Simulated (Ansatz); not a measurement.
`[CH3][InH][Cl]` and `C=C[CH2][InH][Cl]` differ in one atom or group.

Ansatz, PBE0-D4/def2-TZVP geometries, multiplicity 1. Each molecule was computed in one conformer, which needn't be the lowest.

Elements past krypton have def2 core potentials.

```csv
property,`[CH3][InH][Cl]`
zero-point energy (PBE0-D4/def2-TZVP) / kJ/mol,111.6
HOMO–LUMO gap (PBE/def2-TZVPP) / eV,4.30
HOMO–LUMO gap (PBE0/def2-TZVPP) / eV,6.28
HOMO energy (ωB97M-V/def2-TZVPP) / eV,-10.06
HOMO energy (PBE0/def2-TZVPP) / eV,-7.87
LUMO energy (PBE0/def2-TZVPP) / eV,-1.59
```

Question: What does the change do to each property? (An estimate is asked.)

Answer: Ansatz gave: 
```csv
property,`C=C[CH2][InH][Cl]`,shift
zero-point energy (PBE0-D4/def2-TZVP) / kJ/mol,201.6,90.0
HOMO–LUMO gap (PBE/def2-TZVPP) / eV,3.54,-0.76
HOMO–LUMO gap (PBE0/def2-TZVPP) / eV,5.26,-1.02
HOMO energy (ωB97M-V/def2-TZVPP) / eV,-8.98,1.08
HOMO energy (PBE0/def2-TZVPP) / eV,-6.91,0.96
LUMO energy (PBE0/def2-TZVPP) / eV,-1.65,-0.06
```

With PBE0 the HOMO rises by 0.96 eV and the LUMO falls by 0.06 eV, so the gap narrows by about 1.02 eV. PBE moves the HOMO by 0.69 eV and ωB97M-V by 1.08 eV. The zero-point energy changes by 90.0 kJ/mol with +12 modes.
